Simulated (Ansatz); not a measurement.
Abridged output of a molecular run in Ansatz:

```
Functional definition: HF
1210 factors; integrals over basis functions are off by at most 1.0e-3 eV
mean field evaluation 1: about -39094.4131 eV, gradient 1.8e1 eV
mean field evaluation 2: about -39094.8096 eV, gradient 1.9e1 eV
mean field evaluation 4: about -39096.3413 eV, gradient 3.0e0 eV
mean field evaluation 8: about -39096.3873 eV, gradient 1.7e-1 eV
mean field -39096.38755228 eV, -1436.7657420629 hartree, gradient 6.2e-6 eV, S^2 0.000000; 0 other end points of the search recorded, 0 dependent functions left out
20 core orbitals not correlated: weight in the atoms' cores, before any rotation towards them, 1.000 or more for the frozen orbitals, at most 0.000 for the correlated occupied ones
reference -39096.38755228 eV, -1436.7657420629 hartree; 12, 12 occupied and 178, 178 virtual orbitals, 1210 factors
second order -16.20565867 eV of doubles, -0.00000000 eV of singles
cycle   1  -17.13030120 eV  change   -9.2e-1 eV  update   9.6e-2
cycle   2  -17.59376349 eV  change   -4.6e-1 eV  update   2.9e-2
cycle   3  -17.67672580 eV  change   -8.3e-2 eV  update   1.4e-2
cycle   4  -17.66702640 eV  change    9.7e-3 eV  update   3.9e-3
cycle   5  -17.66569324 eV  change    1.3e-3 eV  update   1.6e-3
cycle   6  -17.66568834 eV  change    4.9e-6 eV  update   5.3e-4
cycle   7  -17.66560313 eV  change    8.5e-5 eV  update   1.9e-4
cycle   8  -17.66567484 eV  change   -7.2e-5 eV  update   6.6e-5
cycle   9  -17.66569333 eV  change   -1.8e-5 eV  update   2.3e-5
perturbative correction -0.85297624 eV, -0.0313462987 hartree
Total energy: -39114.90622185 eV, -1437.4462906174 hartree
```

Its atoms:

Z-matrix (Å, degrees):
```
Si
Si 1 2.238
S 1 2.129 2 59.4
Cl 1 2.047 2 121.9 3 -104.3
H 1 1.476 2 126.3 3 101.1
H 2 1.482 1 123.8 3 -100.2
H 2 1.481 1 121.1 3 101.3
```

Question: Which basis set was used?
A. def2-SVPD
B. def2-TZVPP
C. cc-pV(D+d)Z
D. def2-QZVPP

Answer: B. It gives 210 functions.

Question: Write the keys of the input that set method, charge and spin (a neutral closed shell needs none for the last two).

Answer: 
```yaml
correlation: {method: ccsd_t}
```
